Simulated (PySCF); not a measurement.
An equivalent PySCF input for Kr(2+) (krypton, charge +2), [Ar] 3d10 4s2 4p4, high-spin 3P determinant, with scalar relativity through the core potential:

```python
from pyscf import gto, scf, dft, mp, cc
import basis_set_exchange as bse
txt = bse.get_basis("cc-pVTZ-PP", elements=["Kr"], fmt="nwchem", header=False)
cut = txt.index("\nECP")
mol = gto.M(atom="Kr 0 0 0", charge=2, spin=2, symmetry="D2h",
            basis=gto.basis.parse(txt[:cut]),
            ecp={"Kr": gto.basis.parse_ecp(txt[cut:])})
mf = scf.UHF(mol)
mf.irrep_nelec = {'Ag': (4, 4), 'B1g': (1, 1), 'B2g': (1, 1), 'B3g': (1, 1), 'B1u': (2, 1), 'B2u': (2, 2), 'B3u': (2, 1)}
mf.kernel()
```

It reaches the same state as the run whose output follows, and the same energy. The run itself started from symmetry-adapted Hartree-Fock orbitals and held the occupation by maximum overlap, so the iterations belong to that start.

```
SCF conv_tol = 1e-09
number electrons alpha = 13  beta = 11
cycle= 1 E= -460.860827567773  delta_E= -0.006  |g|= 0.0323  |ddm|= 0.0753
cycle= 2 E= -460.861456028072  delta_E= -0.000628  |g|= 0.0112  |ddm|= 0.0274
cycle= 3 E= -460.861544219899  delta_E= -8.82e-05  |g|= 0.000546  |ddm|= 0.0179
cycle= 4 E= -460.861544464423  delta_E= -2.45e-07  |g|= 0.000114  |ddm|= 0.00196
cycle= 5 E= -460.861544473166  delta_E= -8.74e-09  |g|= 3.13e-05  |ddm|= 0.000312
cycle= 6 E= -460.861544473757  delta_E= -5.91e-10  |g|= 4.07e-06  |ddm|= 8.65e-05
converged SCF energy = -460.861544473757  <S^2> = 2.0077401  2S+1 = 3.0051557
```

Energies and moments cover only the electrons outside the core potential.
